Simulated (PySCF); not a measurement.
CH4F3MoNO, SMILES C[N]=[Mo]([OH])([F])([F])[F], multiplicity 1. Heavy atoms are numbered as in [Mo:1](=[N:2][CH3:3])([F:7])([F:8])([F:9])[OH:10]. Hydrogens are named by the atom that carries them.

The structure is a stationary point at B3LYP-D3(BJ)/def2-SVP. The spin state was assumed, not searched. The def2 effective core potentials stand for the cores of Mo; spin–orbit coupling is left out. One conformer was computed; it need not be the lowest.

Level of theory: PBE/def2-TZVP (PySCF).

ESP charges are fitted to the potential on shells at 1.4 to 2.0 van der Waals radii. Atomic charges (e), one atom of each kind:

| atom | Löwdin | Mulliken | ESP fit |
|---|---|---|---|
| Mo1 | 0.79 | 1.61 | 1.68 |
| N2 | -0.11 | -0.36 | -0.44 |
| C3 (CH3) | (withheld) | -0.27 | -0.34 |
| H on C3 | (withheld) | 0.16 | 0.18 |
| F7 | -0.23 | -0.40 | -0.40 |
| O10 (OH) | (withheld) | -0.60 | -0.68 |
| H on O10 | 0.18 | 0.34 | 0.41 |

Problem. Complete the blanks. (Estimate from the structure and the level; the computed values follow.)

Solution. 
- C3 (CH3), Löwdin: -0.33
- H on C3, Löwdin: 0.14
- O10 (OH), Löwdin: -0.25
